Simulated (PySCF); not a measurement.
Se(OH)(OMe) (CH4O2Se), SMILES [Se](O)OC. Geometry optimised at PBE-D3(BJ)/def2-SVP. This is a generated structure with no PubChem entry under its InChIKey; it may be hypothetical. One conformer was computed; it need not be the lowest.

Computed equilibrium geometry at PBE-D3(BJ)/def2-SVP (PySCF confirms it by a frequency run) as bond lengths and angles (one conformer of several):
Atoms: Se1 O2 H3 O4 C5 H6 H7 H8. Bond lengths (Å): Se1–O2 1.828, Se1–O4 1.823, O2–H3 0.980, O4–C5 1.428, C5–H6 1.112, C5–H7 1.110, C5–H8 1.113. Bond angles (°): O2–Se1–O4 102.1, Se1–O2–H3 105.4, Se1–O4–C5 115.3, O4–C5–H6 111.5, O4–C5–H7 106.3, O4–C5–H8 112.4, H6–C5–H7 108.8, H6–C5–H8 108.7, H7–C5–H8 109.1.
